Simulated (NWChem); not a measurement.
# PbI cation, singlet; SMILES [Pb+][I]

Program: NWChem. Low-valent species are run as closed-shell singlets; no triplet was tried in these runs. Coordinates come from a PBE-D3(BJ)/def2-SVP optimisation. def2 effective core potentials on I, Pb; no spin-orbit coupling. Level: PBE0/def2-SVPD; rows give the wavelength of the field.

For field 1065 nm:

```
Quantity            Value
------------------  -----
anisotropy (bohr³)   58.1
```

Q: What are these values for field static?

A: 
- anisotropy (bohr³): 55.9
